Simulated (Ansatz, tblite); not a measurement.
Cost and result up the ladder for NiBr2(PH3)2 (NiP₂H₆Br₂) (11 atoms). Charge 0, multiplicity 1. Geometry: PBE-D4/def2-SVP.

Cartesian coordinates in Å:
```
Ni 0.049 0.090 -0.006
Br -1.574 1.670 -0.445
Br 1.579 -1.593 0.439
P -0.234 0.292 2.128
H 0.918 0.407 2.968
H -0.854 -0.819 2.783
H -1.039 1.350 2.659
P 0.272 -0.243 -2.131
H 0.086 0.836 -3.051
H -0.673 -1.161 -2.694
H 1.470 -0.830 -2.649
```

Ansatz on 4 threads of Intel Xeon Platinum 8488C on a shared host; xTB runs through tblite on one thread. Times are rough, summed over both states, and most runs start from the orbitals of an earlier one. CAM-B3LYP-D4/def2-TZVP serves as the yardstick here, not as an exact answer. The other state is a triplet at its own geometry.

The xTB rows come from tblite. B3LYP takes the VWN-RPA correlation. At PBE0-D4/def2-TZVP a singlet of charge 0 lies 0.33 eV below the triplet, each at its own geometry.

Run but left out: HF/STO-3G (singlet: restricted singlet, unstable in another Hartree–Fock run and untested here); HF/def2-TZVP, B2PLYP/def2-TZVP, PBE-QIDH/def2-TZVP, MP2/def2-TZVP (singlet: restricted singlet, unstable towards broken spin symmetry).

xTB has no spin-polarisation term.

```tsv
level	functions	wall time
GFN2-xTB	51	0.022 s
GFN1-xTB	57	0.023 s
PBE-D4/def2-TZVP	251	8.2 s
r2SCAN-D4/def2-TZVP (with forces)	251	21 s
B3LYP-D4/def2-TZVP	251	25 s
PBE0-D4/def2-TZVP	251	28 s
CAM-B3LYP-D4/def2-TZVP	251	30 s
B97M-V/def2-TZVP	251	62 s
```

Question: Estimate what each level gives for the triplet − singlet (eV).

Answer: 
```json
{"level": "GFN2-xTB", "triplet − singlet (eV)": "0.98", "difference from CAM-B3LYP-D4/def2-TZVP (eV)": "0.60"}
{"level": "GFN1-xTB", "triplet − singlet (eV)": "1.30", "difference from CAM-B3LYP-D4/def2-TZVP (eV)": "0.93"}
{"level": "PBE-D4/def2-TZVP", "triplet − singlet (eV)": "0.82", "difference from CAM-B3LYP-D4/def2-TZVP (eV)": "0.45"}
{"level": "r2SCAN-D4/def2-TZVP (with forces)", "triplet − singlet (eV)": "0.51", "difference from CAM-B3LYP-D4/def2-TZVP (eV)": "0.13"}
{"level": "B3LYP-D4/def2-TZVP", "triplet − singlet (eV)": "0.41", "difference from CAM-B3LYP-D4/def2-TZVP (eV)": "0.04"}
{"level": "PBE0-D4/def2-TZVP", "triplet − singlet (eV)": "0.33", "difference from CAM-B3LYP-D4/def2-TZVP (eV)": "-0.04"}
{"level": "CAM-B3LYP-D4/def2-TZVP", "triplet − singlet (eV)": "0.37", "difference from CAM-B3LYP-D4/def2-TZVP (eV)": "0.00"}
{"level": "B97M-V/def2-TZVP", "triplet − singlet (eV)": "0.38", "difference from CAM-B3LYP-D4/def2-TZVP (eV)": "0.01"}
```
